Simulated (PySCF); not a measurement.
Geometry (Å), atoms numbered from 1 in this order:
```xyz
23

C    -2.6291    1.1629   -0.0906
C    -1.2960    0.5365   -0.4765
C    -0.7587   -0.4904    0.5299
C    -0.4545    0.1103    1.9035
Si    0.7123   -1.4382   -0.2019
C     2.0565   -0.3284   -0.9272
Si    2.8607    0.9504    0.1917
H    -2.9890    1.8476   -0.8738
H    -3.4013    0.3909    0.0586
H    -2.5554    1.7433    0.8416
H    -0.5441    1.3353   -0.6112
H    -1.4025    0.0567   -1.4661
H    -1.5342   -1.2706    0.6621
H    -1.3627    0.5011    2.3894
H    -0.0171   -0.6343    2.5865
H     0.2576    0.9481    1.8293
H     1.3201   -2.3093    0.8558
H     0.2026   -2.3263   -1.2979
H     1.6506    0.1902   -1.8131
H     2.8539   -0.9963   -1.2985
H     3.2561    0.3457    1.5017
H     1.9261    2.0856    0.4652
H     4.0873    1.5168   -0.4523
```

Geometry: PBE0-D3(BJ)/def2-SVP; GIAO absolute shieldings from PySCF 2.14.0 with density-fitted response routines, gas phase, non-relativistic, averaged over equivalent atoms.

At PBE0/pcSseg-1 (213 basis functions, 88 s wall time on 1 thread of an Arm Neoverse N1, shared host):
| atoms | σ (ppm) |
| --- | --- |
| C2 | 158.3 |
| C3 | 163.6 |
| C4 | 168.4 |
| C1 | 169.4 |
| C6 | 200.3 |
| Si5 | 376.0 |
| Si7 | 418.2 |
| H18 | 27.00 |
| H17 | 27.17 |
| H21/H22/H23 | 27.21 |
| H12 | 29.85 |
| H14/H15/H16 | 30.13 |
| H11 | 30.17 |
| H8/H9/H10 | 30.22 |
| H13 | 30.70 |
| H19 | 31.35 |
| H20 | 31.55 |

Task: What do these become at HF/pcSseg-1?

Result: 
```csv
atoms,σ at HF/pcSseg-1,change
C2,168.3,+10.0
C3,176.1,+12.5
C4,176.6,+8.2
C1,175.8,+6.4
C6,206.9,+6.6
Si5,414.1,+38.1
Si7,452.0,+33.8
H18,27.80,+0.80
H17,27.91,+0.74
H21/H22/H23,27.92,+0.71
H12,30.55,+0.70
H14/H15/H16,30.62,+0.49
H11,30.87,+0.70
H8/H9/H10,30.61,+0.39
H13,31.56,+0.86
H19,32.08,+0.73
H20,32.22,+0.67
```

The largest change is at Si5 (silicon bonded to 2 C, 2 H). Cost: 213 basis functions, 38 s wall time on 1 thread of an Arm Neoverse N1, shared host. The order of the carbon signals changes between the two levels.
